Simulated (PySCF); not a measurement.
## Heteronuclear NMR

Numbering as in the mapped SMILES `[N:1]#[C:2][CH:3]([C:4]#[N:5])[CH2:6][SiH3:7]`. Hydrogens are named by the atom that carries them.

[PySCF 2.14.0 with density-fitted response routines: GIAO PBE0/pcSseg-1 shieldings; coordinates at the GFN2-xTB level; single conformer; isolated molecule; non-relativistic Hamiltonian; one averaged value for each set of equivalent atoms]

**Question.** Where does 29Si resonate?

**Answer.** 
| atoms | environment | σ (ppm) | δ (ppm) |
| --- | --- | --- | --- |
| Si7 | silicon bonded to C, 3 H | 425.9 | -70.1 |

Shieldings were converted by a linear fit to measured shifts: 29Si (scatter 8.9 ppm rms, 25.8 ppm with the 6 outliers that the fit left out vs TMS, solution or neat liquid). Occasional misses reach two or three times the rms, and more in compound classes unlike the fitted ones.

On a 500 MHz spectrometer 29Si resonates near 99.3 MHz, so 1 ppm is 99.3 Hz.

**Question.** Predict the 15N NMR data.

**Answer.** 
| atoms | environment | σ (ppm) | δ (ppm) |
| --- | --- | --- | --- |
| N1/N5 | nitrile nitrogen | -42.7 | -108.7 |

Shieldings were converted by a linear fit to measured shifts: 15N (scatter 6.3 ppm rms vs CH3NO2, solution or neat liquid). A few per cent of atoms miss by over 2 rms, more outside the fitted compound classes.

On a 400 MHz spectrometer 15N resonates near 40.5 MHz, so 1 ppm is 40.5 Hz.
